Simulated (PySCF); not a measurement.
Ru (ruthenium, neutral): PBE0 calculation

Configuration: [Kr] 4d7 5s1, high-spin 5F determinant. All numbers are calculated (PySCF 2.14, a scalar-relativistic core potential, in cc-pVTZ-PP with ECP28MDF (5s5p4d2f1g, 63 functions)).

* Total energy: -94.4831 hartree
* One-electron energy: -164.6969 hartree
* Hartree (Coulomb) energy: 80.3361 hartree
* Exchange-correlation energy: -10.1224 hartree
* ⟨S²⟩: 6.0016
* ⟨L²⟩: 12.027
* Sum of ⟨r⟩: 24.22 bohr
* Sum of ⟨r²⟩: 49.06 bohr²
* Time after the integrals: 0.88 s of wall time on 1 thread of Intel(R) Xeon(R) Platinum 8488C (shared host)

| shell | electrons | mean orbital energy (hartree) | spread (hartree) | rms radius, mean of both spins (bohr) |
| --- | --- | --- | --- | --- |
| 4s α | 1 | -3.02504 | 0 | 1.09 |
| 4s β | 1 | -2.92380 | 0 | 1.09 |
| 4p α | 3 | -1.87735 | 0 | 1.22 |
| 4p β | 3 | -1.76220 | 0 | 1.22 |
| 4d α | 5 | -0.27279 | 0.03199 | 1.89 |
| 4d β | 2 | -0.20283 | 0 | 1.89 |
| 5s α | 1 | -0.19645 | 0 | 3.59 |

Energies and moments cover only the electrons outside the core potential.
